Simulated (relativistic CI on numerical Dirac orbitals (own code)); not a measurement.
## Cd³⁺ (4d9) in a crystal field

Calculated by Dirac-Coulomb-Breit CI, orbitals from a KLI potential per configuration, model QED, valence Slater integrals scaled by 0.7, one configuration in a parametric crystal field (own radial code).

Field parameters in Wybourne normalisation: D3d B²₀ = −7Dσ, B⁴₀ = −14Dq − 21Dτ, B⁴₃ = −14√(10/7) Dq. The field is a parameter set, without covalency.

S is read from ⟨S²⟩ = S(S + 1).

Powder χT (cm³ K mol⁻¹) by Van Vleck's formula, with temperature-independent terms:

| Field | 2 K | 5 K | 10 K | 20 K | 50 K | 100 K | 200 K | 300 K |
| --- | --- | --- | --- | --- | --- | --- | --- | --- |
| D3d, 10Dq = 19350, Dσ = -1200, Dτ = -310 cm⁻¹ | 0.228 | 0.237 | 0.252 | 0.281 | 0.369 | 0.476 | 0.556 | 0.58 |
| D3d, 10Dq = 19350, Dσ = -980, Dτ = -310 cm⁻¹ | 0.221 | 0.236 | 0.259 | 0.307 | 0.431 | 0.525 | 0.57 | 0.583 |
| D3d, 10Dq = 19350, Dσ = -760, Dτ = -310 cm⁻¹ | 0.229 | 0.271 | 0.34 | 0.446 | 0.543 | 0.567 | 0.577 | 0.584 |
| D3d, 10Dq = 19350, Dσ = -550, Dτ = -310 cm⁻¹ | 0.216 | 0.258 | 0.327 | 0.433 | 0.534 | 0.561 | 0.574 | 0.581 |
| D3d, 10Dq = 19350, Dσ = -330, Dτ = -310 cm⁻¹ | 0.211 | 0.224 | 0.246 | 0.29 | 0.407 | 0.506 | 0.558 | 0.574 |
| D3d, 10Dq = 19350, Dσ = -110, Dτ = -310 cm⁻¹ | 0.223 | 0.231 | 0.243 | 0.269 | 0.345 | 0.446 | 0.534 | 0.564 |
| D3d, 10Dq = 19350, Dσ = 110, Dτ = -310 cm⁻¹ | 0.238 | 0.244 | 0.252 | 0.27 | 0.324 | 0.407 | 0.509 | 0.552 |
| D3d, 10Dq = 19350, Dσ = 330, Dτ = -310 cm⁻¹ | 0.255 | 0.259 | 0.266 | 0.28 | 0.32 | 0.387 | 0.488 | 0.541 |

(1) For D3d, 10Dq = 19350, Dσ = -760, Dτ = -310 cm⁻¹: what effective moment follows at 300 K?

## Answers

(1) μ_eff = √(8χT) = 2.16 μB. The ground level has S = 0.50; the spin-only moment for S = 1/2 is 1.73 μB. The difference comes from the orbital moment, spin-orbit mixing of terms and temperature-independent paramagnetism, all larger in this ionic model than in covalent complexes.
